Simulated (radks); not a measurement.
Values are calculated unless marked as measured or tabulated.
How relativity changes the ionisation of the potassium ion K3+ ([Ne] 3s2 3p4) to K4+ ([Ne] 3s2 3p3). Spin-unpolarised spherical Kohn-Sham, PBE, point nucleus unless stated (finite: rms radius 3.4349 fm), a radial shooting solver on a logarithmic mesh with Libxc functionals. A level marked "c x" has the speed of light scaled by that factor and shares open shells by 2j + 1; other Dirac levels either fill j = l - 1/2 first or share by 2j + 1.

non-rel.: E(K3+) (hartree) -596.64971; E(K4+) (hartree) -594.33419; IE (eV) 63.009; HOMO 3p; <r> HOMO (bohr) 1.295
scalar-rel.: E(K3+) (hartree) -599.03135; E(K4+) (hartree) -596.71524; IE (eV) 63.025; HOMO 3p; <r> HOMO (bohr) 1.294
scalar-rel., finite nucleus: E(K3+) (hartree) -599.03047; E(K4+) (hartree) -596.71436; IE (eV) 63.025; HOMO 3p; <r> HOMO (bohr) 1.294
Dirac, 2j+1 shares: E(K3+) (hartree) -599.03448; E(K4+) (hartree) -596.71833; IE (eV) 63.025; HOMO 3p3/2; <r> HOMO (bohr) 1.296
Dirac, low j first: E(K3+) (hartree) -599.04252; E(K4+) (hartree) -596.73158; IE (eV) 62.884; HOMO 3p3/2; <r> HOMO (bohr) 1.296
Dirac, 2j+1 shares, finite nucleus: E(K3+) (hartree) -599.03360; E(K4+) (hartree) -596.71746; IE (eV) 63.026; HOMO 3p3/2; <r> HOMO (bohr) 1.296
Dirac, c x 0.85: E(K3+) (hartree) -599.96251; E(K4+) (hartree) -597.64612; IE (eV) 63.032; HOMO 3p3/2; <r> HOMO (bohr) 1.296
Dirac, c x 5: E(K3+) (hartree) -596.74424; E(K4+) (hartree) -594.42870; IE (eV) 63.009; HOMO 3p3/2; <r> HOMO (bohr) 1.295
Dirac, c x 10: E(K3+) (hartree) -596.67334; E(K4+) (hartree) -594.35781; IE (eV) 63.009; HOMO 3p3/2; <r> HOMO (bohr) 1.295

NIST Atomic Spectra Database: 60.92 eV (semi-empirical). The relativistic part of the total energy of K3+ is -2.384 hartree (Dirac, 2j+1 shares, finite nucleus), 0.4 % of the non-relativistic value. Spin polarisation and multiplet splitting of open shells are left out at every level.

Beside tabulated values, note that spin-unpolarised runs miss the spin-polarisation part of the exchange energy of open shells.
